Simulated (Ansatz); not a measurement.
```yaml
crystal:
  periodic: [false, false, false]
  atoms:
    - {symbol: B, position_ang: [-1.020416, 0.469739, -0.019366]}
    - {symbol: B, position_ang: [0.745565, -0.931953, -0.616938]}
    - {symbol: B, position_ang: [-0.673999, -1.431326, -2.342598]}
    - {symbol: B, position_ang: [1.437258, 1.023005, 2.479900]}
    - {symbol: O, position_ang: [-1.357385, -2.417010, -2.745318]}
    - {symbol: O, position_ang: [-0.774471, -0.238604, -2.777793]}
    - {symbol: O, position_ang: [-1.932049, -0.387092, -0.192157]}
    - {symbol: O, position_ang: [-1.192819, 1.662787, 0.409148]}
    - {symbol: O, position_ang: [1.859810, -1.232630, -0.143984]}
    - {symbol: O, position_ang: [0.184426, 0.165143, -0.211409]}
    - {symbol: O, position_ang: [0.206590, -1.679795, -1.471555]}
    - {symbol: O, position_ang: [2.078000, 0.729430, 3.527231]}
    - {symbol: O, position_ang: [2.022099, 0.884009, 1.342356]}
    - {symbol: O, position_ang: [0.254870, 1.437155, 2.618073]}
    - {symbol: H, position_ang: [-1.946050, -2.214936, -3.385653]}
    - {symbol: H, position_ang: [-1.406638, -0.132384, -3.400371]}
    - {symbol: H, position_ang: [-2.754352, -0.121957, 0.033951]}
    - {symbol: H, position_ang: [-2.040308, 1.889189, 0.580086]}
    - {symbol: H, position_ang: [2.120255, -0.627712, 0.482126]}
    - {symbol: H, position_ang: [2.900808, 0.446143, 3.319307]}
    - {symbol: H, position_ang: [1.440871, 1.038771, 0.666786]}
    - {symbol: H, position_ang: [-0.152064, 1.670029, 1.848187]}
basis:
  gaussian: {orbitals: "6-31G*"}
total_charge: 1
magnetization: {spin_polarized: false, initial_magnetization: 1}
hamiltonian: {xc: {name: SPW92}}
```

```sh
$ ansatz run in.yaml --threads 4 --pin off --events-out ev --progress --plain --max-ram 6963MiB
```

It prints (some lines left out):

```
Functional definition: SPW92
2282 factors; their error is unknown
mean field evaluation 1: about -23089.3238 eV, gradient 1.6e2 eV
mean field evaluation 2: about -22926.7482 eV, gradient 2.8e2 eV
mean field evaluation 4: about -23126.0653 eV, gradient 4.3e1 eV
mean field evaluation 8: about -23128.3655 eV, gradient 2.7e1 eV
mean field evaluation 16: about -23131.2225 eV, gradient 5.4e0 eV
mean field evaluation 32: about -23131.2067 eV, gradient 2.6e-6 eV
mean field evaluation 64: about -23130.6344 eV, gradient 7.2e0 eV
mean field evaluation 96: about -23131.1455 eV, gradient 1.2e0 eV
mean field evaluation 128: about -23059.1113 eV, gradient 1.1e2 eV
mean field evaluation 160: about -23127.9174 eV, gradient 1.5e1 eV
mean field -23131.20674798 eV, -850.0561690932 hartree, gradient 2.6e-6 eV, S^2 0.750000; 12 other end points of the search recorded, 0 dependent functions left out
reference -23131.20677957 eV, -850.0561702540 hartree; 54, 53 occupied and 172, 173 virtual orbitals, 2282 factors
Total energy: -23131.20677957 eV, -850.0561702540 hartree
```

Hardware: 4 threads of Arm Neoverse V2 on a shared host. Wall time 42 s, peak host memory 0.97 GiB.

The 6-31G sets use Cartesian d functions.

With spin_polarized false and unpaired electrons the run is restricted open-shell.
